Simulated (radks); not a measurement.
Problem. The mean radii <r> (bohr) of the occupied orbitals of an atom or ion are listed with their occupations. All-electron calculation, Dirac Kohn-Sham, BLYP, spin-unpolarised, spherical densities, point nucleus. Program: a radial shooting solver on a logarithmic mesh with Libxc functionals.

| orbital | occ. | <r> |
|---|---|---|
| 1s1/2 | 2 | 0.01743 |
| 2s1/2 | 2 | 0.07294 |
| 2p1/2 | 2 | 0.06016 |
| 2p3/2 | 4 | 0.06848 |
| 3s1/2 | 2 | 0.1899 |
| 3p1/2 | 2 | 0.1801 |
| 3p3/2 | 4 | 0.1954 |
| 3d3/2 | 4 | 0.1705 |
| 3d5/2 | 6 | 0.1752 |
| 4s1/2 | 2 | 0.4232 |
| 4p1/2 | 2 | 0.4266 |
| 4p3/2 | 4 | 0.4604 |
| 4d3/2 | 4 | 0.4719 |
| 4d5/2 | 6 | 0.4832 |
| 5s1/2 | 2 | 0.9783 |
| 5p1/2 | 2 | 1.065 |
| 4f5/2 | 6 | 0.5315 |
| 4f7/2 | 8 | 0.5392 |
| 5p3/2 | 4 | 1.164 |
| 5d3/2 | 2.8 | 1.638 |
| 5d5/2 | 4.2 | 1.705 |
| 6s1/2 | 1 | 2.714 |

Name the element and its charge. Open shells, if any, are shared by 2j + 1.

Solution. Z = 77, iridium, charge +1: Ir+ in [Xe] 4f14 5d7 6s1. The 1s radius gives Z: for a bare nucleus <r> = (2 gamma + 1)/(2Z) with gamma = sqrt(1 - (Z/c)^2), 0.01724 bohr for Z = 77, and screening makes it slightly larger (0.01743 here). The occupations add up to 76, and the charge is Z minus that.
